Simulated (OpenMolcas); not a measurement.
**How basis sets differ on CH3AlF2O (SMILES C[O][Al]([F])[F])**

CH3AlF2O: 8 atoms, total charge 0, spin state singlet. SMILES: `C[O][Al]([F])[F]`. Geometry: relaxed at PBE0-D4/def2-TZVP.

Each level gives the HOMO–LUMO gap (eV). The values are calculated.

| level | kind | program | value (eV) | CPU time |
| --- | --- | --- | --- | --- |
| HF/ANO-R0 (sfX2C) | Hartree–Fock | OpenMolcas | 14.59 | 5.1 s |
| HF/ANO-S-MB | Hartree–Fock | OpenMolcas | 15.43 | 3.3 s |
| HF/STO-3G | Hartree–Fock | OpenMolcas | 18.75 | 2.3 s |
| HF/3-21G | Hartree–Fock | OpenMolcas | 15.00 | 3 s |
| HF/6-31G* (spherical functions) | Hartree–Fock | OpenMolcas | 14.88 | 7.9 s |

The values span 14.59 to 18.75 eV. A Hartree–Fock LUMO above zero doesn't converge with the basis: it sinks as sets grow more diffuse. Orbital gaps aren't excitation energies. CPU times are rough (shared hosts, several kinds of processor and program).
